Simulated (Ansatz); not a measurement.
Frontier orbitals of GaGeH$_{7}$Si (`[SiH3][GeH2][GaH2]`).

```xyz
10

Si    0.360    1.400   -1.082
Ge   -0.962   -0.147    0.160
Ga    0.468   -1.753    1.307
H    -0.489    2.389   -1.798
H     1.188    0.671   -2.080
H     1.274    2.133   -0.165
H    -1.925   -0.835   -0.828
H    -1.823    0.666    1.148
H     1.007   -1.443    2.751
H     0.903   -3.081    0.588
```

Total charge 0; spin multiplicity 1. Correlated methods include outer-core shells of Ga, Ge, which these sets cover unevenly. Scalar relativity is left out up to krypton. The geometry is a stationary point of PBE0-D4/def2-TZVP. Basis def2-TZVPP, Ansatz.

```
 functional  HOMO (eV)  LUMO (eV)
LDA (SPW92)      -6.53      -3.18
```

Give HOMO and LUMO (eV) with PBE, revPBE, BLYP, r2SCAN, B97M-V, PBE0, B3LYP, r2SCANh, r2SCAN0, HSE06 (plane-wave form), BHLYP, CAM-B3LYP, LC-ωPBE, ωB97X-V, ωB97M-V, HF. (An estimate is asked.)

Computed: 
| functional | HOMO | LUMO |
| --- | --- | --- |
| PBE | -6.42 | -2.93 |
| revPBE | -6.37 | -2.82 |
| BLYP | -6.26 | -2.86 |
| r2SCAN | -6.67 | -2.72 |
| B97M-V | -6.76 | -2.96 |
| PBE0 | -7.42 | -2.17 |
| B3LYP | -7.21 | -2.41 |
| r2SCANh | -7.03 | -2.45 |
| r2SCAN0 | -7.58 | -2.05 |
| HSE06 (plane-wave form) | -7.03 | -2.53 |
| BHLYP | -8.29 | -1.42 |
| CAM-B3LYP | -8.60 | -1.26 |
| LC-ωPBE | -9.87 | -0.11 |
| ωB97X-V | -9.55 | -0.27 |
| ωB97M-V | -9.37 | -0.48 |
| HF | -9.67 | 0.60 |

B3LYP here is the variant with VWN-RPA as its local correlation; programs differ in this. LC-ωPBE has ω = 0.4 bohr⁻¹.
